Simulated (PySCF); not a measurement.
C₂H₆F₂Si, SMILES CC[SiH](F)F. Atoms are numbered in the order given.

```xyz
11

Si     0.6360    -0.4119     0.0000
F      1.0301     0.4779     1.2938
F      1.0301     0.4779    -1.2938
C     -1.1883    -0.7299     0.0000
C     -2.0354     0.5421     0.0000
H      1.4904    -1.6232     0.0000
H     -1.4152    -1.3575    -0.8803
H     -1.4152    -1.3575     0.8803
H     -3.1110     0.3101     0.0000
H     -1.8263     1.1594    -0.8868
H     -1.8263     1.1594     0.8868
```
Charge 0, spin multiplicity 1.

Geometry optimised at PBE0-D3(BJ)/def2-SVP. Other conformers were not sampled.

Level of theory: PBE/def2-TZVP in PySCF.

Gas-phase values at a fixed geometry.

```yaml
total_energy: -568.81958 hartree
point_group: Cs
highest_occupied_level: -7.49 eV
lowest_empty_level: -0.05 eV
orbital_gap: 7.44 eV
dipole_moment: 2.21 D
quadrupole, principal values (traceless, Buckingham form, about the centre of nuclear charge): -2.61, 0.14, 2.46 D·Å
mean_static_polarisability: 49.1 bohr³ (7.28 Å³)
polarisability_principal_values: 44.2, 46.4, 56.7 bohr³
```
